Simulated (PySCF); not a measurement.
Isomers of C2H6BN. The calculation used PySCF, PBE0-D3(BJ)/def2-SVP geometry optimisation, gas phase. Energies are electronic, without zero-point or thermal terms, for one conformer each. No frequencies were run at this level. Point groups hold within 0.08 Å.

Question: Order them by energy at this level, lowest first, and give relative energies in kJ/mol.
A. `BN1CC1`
B. `[BH3-][N+]#CC`

Answer: A (0.0), B (23.0).

As drawn, the lower has a three-membered ring, which the higher lacks.

```
       SMILES      E (Eh)  E rel (kJ/mol)  dipole (D)  point group      A, B, C (MHz)
       BN1CC1  -159.09054             0.0        2.36          C2v  19614, 7092, 5606
[BH3-][N+]#CC  -159.08180            23.0        7.28          C3v  68124, 3470, 3470
```

Question: How do the relative energies change in single points at PBE0/pcSseg-1 (no added dispersion term) on the same geometries?

Answer: 
```
       SMILES  PBE0-D3(BJ)/def2-SVP (kJ/mol)  PBE0/pcSseg-1 (kJ/mol)  shift
       BN1CC1                            0.0                     0.0    0.0
[BH3-][N+]#CC                           23.0                    17.8   -5.2
```

Each column counts from its own lowest isomer. The order is unchanged; the largest shift is 5.2 kJ/mol.
